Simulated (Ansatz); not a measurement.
`BC1(F)C=C1` + `CN[SiH2][SiH3]` → `BN(C)[SiH2][SiH3]` + `FC1C=C1` at 600 K and 1 bar (ligand exchange at a B–C bond).

Isolated molecules relaxed with PBE0-D4/def2-TZVP in Ansatz; ΔE leaves out vibrations. CCSD(T)/CBS adds triple-zeta CCSD(T) − MP2 to the extrapolated MP2 energy (def2 sets, frozen cores). Each species was taken in one conformer, which may not be the lowest.

```json
{"species": "`BC1(F)C=C1`", "CCSD(T)/CBS energy (Eh)": "-241.02980", "H − E (kJ/mol)": "206.1", "S (J/(mol·K))": "380.9"}
{"species": "`CN[SiH2][SiH3]`", "CCSD(T)/CBS energy (Eh)": "-676.32808", "H − E (kJ/mol)": "322.9", "S (J/(mol·K))": "472.6"}
{"species": "`BN(C)[SiH2][SiH3]`", "CCSD(T)/CBS energy (Eh)": "-701.75815", "H − E (kJ/mol)": "365.9", "S (J/(mol·K))": "500.8"}
{"species": "`FC1C=C1`", "CCSD(T)/CBS energy (Eh)": "-215.65206", "H − E (kJ/mol)": "165.6", "S (J/(mol·K))": "322.1"}
```

H − E and S are ideal-gas, rigid-rotor, harmonic terms from PBE0-D4/def2-TZVP, for one conformer and one mirror image of each species. 1 Eh = 2625.50 kJ/mol, R = 8.31446 J/(mol·K).

Task: By hand: ΔE, ΔH, ΔS and ΔG.

Result: ΔE = (-701.75815) + (-215.65206) − (-241.02980) − (-676.32808) = -0.05233 Eh = -137.4 kJ/mol. Δ(H − E) = 365.9 + 165.6 − 206.1 − 322.9 = 2.5, so ΔH = -134.9 kJ/mol. ΔS = 500.8 + 322.1 − 380.9 − 472.6 = -30.6 J/(mol·K). ΔG = -134.9 − 600 × (-30.6)/1000 = -116.5 kJ/mol.

Task: By hand: the equilibrium constant, and the temperature at which ΔG would vanish if ΔH and ΔS stayed fixed.

Result: log₁₀ K = −ΔG/(RT ln 10) = 10.1. ΔG = 0 at ΔH/ΔS = 4408 K, far beyond where these terms or the molecules hold.

ΔH outweighs TΔS. A doubt of 5 kJ/mol in ΔE shifts log₁₀ K by 0.4 here. Other conformers and mirror images would add mixing entropy, several J/(mol·K) or more a flexible species. Modes under 60 cm⁻¹, often nearly free rotors, make the harmonic entropy too high. These are equilibria of isolated gas molecules and say nothing of rates. Largest T1 diagnostic: 0.013 (customary marks: 0.02 for closed shells, 0.045 for open ones).
